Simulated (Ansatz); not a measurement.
Ansatz (a first-principles code) input (HF/def2-QZVPPD):
A basis named .json is the Basis Set Exchange file of that set.

Ansatz 0.2 input:
```yaml
crystal:
  periodic: [false, false, false]
  atoms:
    - {symbol: Mg, position_ang: [0.00000000, 0.00000000, 0.00000000]}
    - {symbol: Cl, position_ang: [0.00000000, 0.00000000, 2.24671056]}
    - {symbol: Cl, position_ang: [-0.00000000, -0.00000000, -2.24671056]}
basis:
  gaussian:
    orbitals: def2-QZVPPD.json
hamiltonian:
  xc: hf
total_charge: 1
magnetization: {spin_polarized: true, initial_magnetization: 1}
```

End of the output:

```
integrals: 0.17 GiB planned
1349 factors; their error is unknown
mean field: 1.16 GiB planned
mean field evaluation 1: about -30431.8674 eV, gradient 1.6e1 eV
mean field evaluation 2: about -30433.2338 eV, gradient 7.2e0 eV
mean field evaluation 4: about -30433.4347 eV, gradient 5.2e-1 eV
mean field evaluation 8: about -30433.7509 eV, gradient 6.5e-1 eV
mean field evaluation 16: about -30433.7511 eV, gradient 2.9e-4 eV
mean field evaluation 32: about -30433.4313 eV, gradient 7.9e-1 eV
mean field evaluation 64: about -30433.2987 eV, gradient 2.8e0 eV
mean field evaluation 96: about -30433.7511 eV, gradient 5.1e-2 eV
mean field -30434.49230057 eV, -1118.4469628063 hartree, gradient 2.0e-5 eV, S^2 0.760621; 4 other end points of the search recorded, 0 dependent functions left out
reference -30434.49230057 eV, -1118.4469628063 hartree; 23, 22 occupied and 198, 199 virtual orbitals, 1349 factors
Total energy: -30434.49230057 eV, -1118.4469628063 hartree
```
